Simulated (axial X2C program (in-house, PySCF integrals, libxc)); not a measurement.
Spin–orbit effects along a row: molecules with F (ions), CCSD(T)

Computed with an axial X2C code built on PySCF integrals, spin-free (one-electron X2C) or two-component (2c: spin–orbit coupling with atomic mean-field Coulomb and Gaunt terms, which also bring small scalar terms), in Dyall basis sets with cores contracted in-house; open shells are unrestricted.

Basis sets: Ca dyall-cv3z, Cr dyall-cv3z, F dyall-av3z, Ga dyall-cv3z, Ge dyall-cv3z, Se dyall-cv3z. Frozen shells (counts by l): CaF⁺ Ca 3s2p, F 1s, 8 electrons correlated; CrF⁺ Cr 3s2p, F 1s, 12 electrons correlated; GaF⁺ Ga 3s2p1d, F 1s, 9 electrons correlated; GeF⁺ Ge 3s2p1d, F 1s, 10 electrons correlated; SeF⁺ Se 3s2p1d, F 1s, 12 electrons correlated. Coupled cluster in natural virtuals with an MP2 remainder. Where the outer core of a metal is frozen, bonds come out longer and ionisation energies lower. Frozen cores can differ along the series, which adds to the trend.

```
molecule   spin-free state  Re (Å)  ωe (cm⁻¹)  De (eV)  2c state  Re 2c (Å)  ωe 2c (cm⁻¹)  De 2c (eV)
    CaF⁺    M_S = 0, Λ = 0   1.915      656.1     5.71     Ω = 0      1.916         656.1        5.70
    CrF⁺    M_S = 2, Λ = 0   1.733      783.9     3.75     Ω = 2      1.733         783.6        3.72
    GaF⁺  M_S = 1/2, Λ = 0   1.702      746.5     1.61   Ω = 1/2      1.702         746.5        1.60
    GeF⁺    M_S = 0, Λ = 0   1.677      805.0     5.69     Ω = 0      1.677         804.7        5.55
    SeF⁺    M_S = 1, Λ = 0   1.666      806.3     3.12     Ω = 1      1.667         805.4        3.09
```

Work out the shifts from the spin-free to the two-component result.



| molecule | 2c state | ΔRe (Å) | Δωe (cm⁻¹) | ΔDe (eV) |
| --- | --- | --- | --- | --- |
| CaF⁺ | Ω = 0 | 0.001 | 0.0 | -0.01 |
| CrF⁺ | Ω = 2 | 0.000 | noise | -0.03 |
| GaF⁺ | Ω = 1/2 | 0.000 | noise | -0.01 |
| GeF⁺ | Ω = 0 | 0.000 | -0.3 | -0.14 |
| SeF⁺ | Ω = 1 | 0.001 | noise | -0.03 |

Shifts of one unit in the last digit are rounding. Where the truncated virtual spaces of the two runs make Δωe unreliable it is marked noise.

Fragments in 2c: Ca+ + F, Cr+ + F, Ga+ + F, Ge+ + F, Se+ + F. Each entry is the lowest single determinant of a limited PBE0 search at one distance. De goes to single-determinant-based atoms at the same level (for ions the charge split of lowest energy) and is withheld (n/a) where an atom does not fit its ground term or J level. Main or longest-lived isotopes. One determinant is a doubtful description, or other states lie close, for CrF⁺, SeF⁺; these need not be ground states, and all values refer to the states named. Some open-shell Ω = 0 determinants are out of reach, so the Ω given for CrF⁺, SeF⁺ need not be the lowest component. With several unpaired electrons the Ω given is that of one determinant, not necessarily of the lowest component.
